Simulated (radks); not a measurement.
The numbers below are computed, except where a source is named.
Coulomb parameter of the 4f shell of the promethium ion Pm2+ in the model configuration [Xe] 4f4 6s1, as a second difference U = [E(n + 0.5) + E(n - 0.5) - 2 E(n)] / (0.5)^2 with all orbitals relaxed. "Bare": the charge of the atom changes with n. "Screened": the 6s shell takes up the change at fixed total charge, which measures U(4f,4f) + U(6s,6s) - 2 U(4f,6s). Code: a radial shooting solver on a logarithmic mesh with Libxc functionals. Model: scalar-relativistic Kohn-Sham, r2SCAN, spin-unpolarised, spherical densities, finite nucleus; meta-GGA in the generalised Kohn-Sham scheme; Fermi nuclear charge, rms radius 4.962 fm.

case              configuration  E - E(n) (eV)
start              [Xe] 4f4 6s1          0.000
bare +0.5        [Xe] 4f4.5 6s1         -9.520
bare -0.5        [Xe] 4f3.5 6s1         13.748
screened +0.5  [Xe] 4f4.5 6s0.5         -3.106
screened -0.5  [Xe] 4f3.5 6s1.5          4.813

U(bare) = 16.912 eV, U(screened by 6s) = 6.827 eV, against the Slater integral F0(4f,4f) = 26.869 eV with frozen orbitals.
